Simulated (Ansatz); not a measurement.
Ansatz (an electronic-structure program) input (RI-MP2/def2-TZVPP):
A basis named .json is the Basis Set Exchange file of that set.

Ansatz 0.2 input:
```yaml
crystal:
  periodic: [false, false, false]
  atoms:
    - {symbol: Mg, position_ang: [-0.00000000, -0.00000000, -2.12540836]}
    - {symbol: I, position_ang: [0.00000000, 0.00000000, 0.48122453]}
basis:
  gaussian:
    orbitals: def2-TZVPP
    fitting: {mean_field: def2-universal-jkfit, correlation: def2-TZVPP-RIFIT.json}
magnetization: {spin_polarized: true, initial_magnetization: 1}
correlation: {method: mp2, electrons: outside_noble_gas}
```

Output:

```
Functional definition: HF
integrals: 0.02 GiB planned
330 factors; integrals over basis functions are off by at most 7.6e-1 eV
276 factors; integrals over basis functions are off by at most 1.2e0 eV
mean field: 0.15 GiB planned
mean field evaluation 1: about -13505.1294 eV, gradient 7.3e0 eV
mean field evaluation 2: about -13505.7864 eV, gradient 4.6e0 eV
mean field evaluation 4: about -13505.9885 eV, gradient 7.7e-1 eV
mean field evaluation 8: about -13506.0122 eV, gradient 8.7e-7 eV
mean field -13506.01216054 eV, -496.3367921958 hartree, gradient 8.7e-7 eV, S^2 0.752331; 0 other end points of the search recorded, 0 dependent functions left out
14 core orbitals not correlated
reference -13506.01216054 eV, -496.3367921958 hartree; 5, 4 occupied and 63, 64 virtual orbitals, 276 factors
second order -4.07783299 eV of doubles, -0.00000000 eV of singles
Total energy: -13510.08999352 eV, -496.4866497940 hartree
```
